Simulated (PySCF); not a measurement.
A series of related molecules.

All values: wB97X-D/def2-SVPD (PySCF) at GFN2-xTB geometries, gas phase, one conformer each. Core orbitals are frozen in the response; Δα² is half the sum of the squared differences of the principal polarisabilities.

Question: Rank by mean static polarisability, highest first.
A. `C(O[C@H](O[SiH3])CCl)=C`
B. `[SiH3]O[C@@H]1OCC[C@H]1Cl`
C. `O(/C(=C/Cl)O[SiH3])CC`

Answer: C (14.46 Å³), A (13.92 Å³), B (13.29 Å³).

Question: Rank by dipole moment, highest first.
A. `[SiH3:1][O:2][C@@H:3]1[O:4][CH2:5][CH2:6][C@H:7]1[Cl:8]` with Si1–O2–C3–O4 -6°, O2–C3–O4–C5 -108°, C3–O4–C5–C6 12°, O4–C5–C6–C7 -30°, C5–C6–C7–Cl8 -83°
B. `[CH2:1]=[CH:2][O:3][C@@H:4]([CH2:5][Cl:6])[O:7][SiH3:8]` with C1–C2–O3–C4 1°, C2–O3–C4–C5 171°, O3–C4–C5–Cl6 -167°, O3–C4–O7–Si8 174°
C. `[SiH3:1][O:2][C@:3]1([CH2:4][Cl:5])[CH2:6][CH2:7][O:8]1` with Si1–O2–C3–C4 -129°, O2–C3–C4–Cl5 -177°
D. `[CH3:1][CH2:2][O:3]/[C:4](=[CH:5]/[Cl:6])[O:7][SiH3:8]` with C1–C2–O3–C4 180°, C2–O3–C4–C5 0°, O3–C4–O7–Si8 0°
E. `[CH3:1][C@@H:2]1[O:3][C@@H:4]([CH2:5][Cl:6])[O:7][SiH2:8]1` with O3–C4–C5–Cl6 -170°, C1–C2–O3–C4 -87°, C2–O3–C4–C5 -154°, O3–C4–O7–Si8 13°, C4–O7–Si8–C2 6°

Answer: D (3.84 D), E (3.23 D), A (2.01 D), C (1.57 D), B (0.55 D).

All values together:

```csv
SMILES,formula,μ (D),HOMO (eV),LUMO (eV),α (Å³),Δα (Å³),electrons,α per electron (Å³)
[SiH3]O[C@@H]1OCC[C@H]1Cl,C4H9ClO2Si,2.01,-10.07,1.96,13.29,3.39,80,0.166
C=CO[C@@H](CCl)O[SiH3],C4H9ClO2Si,0.55,-9.02,1.84,13.92,3.58,80,0.174
[SiH3]O[C@]1(CCl)CCO1,C4H9ClO2Si,1.57,-9.85,1.91,13.27,3.23,80,0.166
C[C@@H]1O[C@@H](CCl)O[SiH2]1,C4H9ClO2Si,3.23,-9.69,1.69,13.47,3.19,80,0.168
CCO/C(=C/Cl)O[SiH3],C4H9ClO2Si,3.84,-8.08,1.91,14.46,5.63,80,0.181
```

Conformers: `[SiH3:1][O:2][C@@H:3]1[O:4][CH2:5][CH2:6][C@H:7]1[Cl:8]` with Si1–O2–C3–O4 -6°, O2–C3–O4–C5 -108°, C3–O4–C5–C6 12°, O4–C5–C6–C7 -30°, C5–C6–C7–Cl8 -83°; `[CH2:1]=[CH:2][O:3][C@@H:4]([CH2:5][Cl:6])[O:7][SiH3:8]` with C1–C2–O3–C4 1°, C2–O3–C4–C5 171°, O3–C4–C5–Cl6 -167°, O3–C4–O7–Si8 174°; `[SiH3:1][O:2][C@:3]1([CH2:4][Cl:5])[CH2:6][CH2:7][O:8]1` with Si1–O2–C3–C4 -129°, O2–C3–C4–Cl5 -177°; `[CH3:1][C@@H:2]1[O:3][C@@H:4]([CH2:5][Cl:6])[O:7][SiH2:8]1` with O3–C4–C5–Cl6 -170°, C1–C2–O3–C4 -87°, C2–O3–C4–C5 -154°, O3–C4–O7–Si8 13°, C4–O7–Si8–C2 6°; `[CH3:1][CH2:2][O:3]/[C:4](=[CH:5]/[Cl:6])[O:7][SiH3:8]` with C1–C2–O3–C4 180°, C2–O3–C4–C5 0°, O3–C4–O7–Si8 0°.
